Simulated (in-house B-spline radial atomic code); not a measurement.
## Two electrons outside the [Kr] 4d10 5s2 core: La VIII (La7+)

Computed with a B-spline radial code for spherical atoms: configuration interaction (CI) of the two valence electrons in the field of the frozen Dirac-Fock core, alone and with many-body perturbation theory for the core (screened one- and two-electron correlation potentials), Breit and QED terms; no-pair Dirac Hamiltonian, finite nucleus. Labels give the configuration (outer n counted up each series) and the leading LS term, or the jj pair where no LS term holds 70 %.

The outer s² shell of this core is soft: its mixing with p² is only treated to second order, so levels can be several per cent off.

Command:
```bash
python run_mb.py task.json out
```
Settings (nuclear radius in fm, box in bohr, cutoff in hartree):
```
basis_form          3
Z                   57
core_configuration  [Kr] 4d10 5s2
rms_radius          4.855
mass_number         139
speed_of_light      137.036
box_radius          10.0
lmax                6
intervals           62
virtual_cutoff      6498.0
```

Run time, properties included: 3.7 min on 1 thread of Arm Neoverse N1, with other jobs on the host.

Excitation energies (cm⁻¹):

| level | purity of the LS term | CI alone | CI + MBPT + Breit + QED | Landé g of the LS mixture |
| --- | --- | --- | --- | --- |
| 5p2 3P0 | 0.854 | 0 | 0 | - |
| 5p2 3P1 | 0.998 | ? | ? | ? |
| 5p2 (1/2,3/2)2 | 0.519 (3P) | 26300 | 25155 | 1.26 |
| 5p2 (3/2,3/2)2 | 0.519 (1D) | 51663 | 50212 | 1.24 |
| 5p2 1S0 | 0.853 | ? | ? | ? |

(1) Where does 5p2 3P1 lie?

(2) Where does 5p2 1S0 lie?

(3) What is the first ionisation energy?

## Answers

(1) 19160 cm⁻¹ in CI alone and 19306 cm⁻¹ with all corrections; g = 1.50.

(2) 70712 cm⁻¹ in CI alone and 71165 cm⁻¹ with all corrections.

(3) 105.95 eV to the 5p1/2 state of the next ion (104.59 eV from CI alone). NIST lists 105 ± 2.1 eV (tabulated theory).
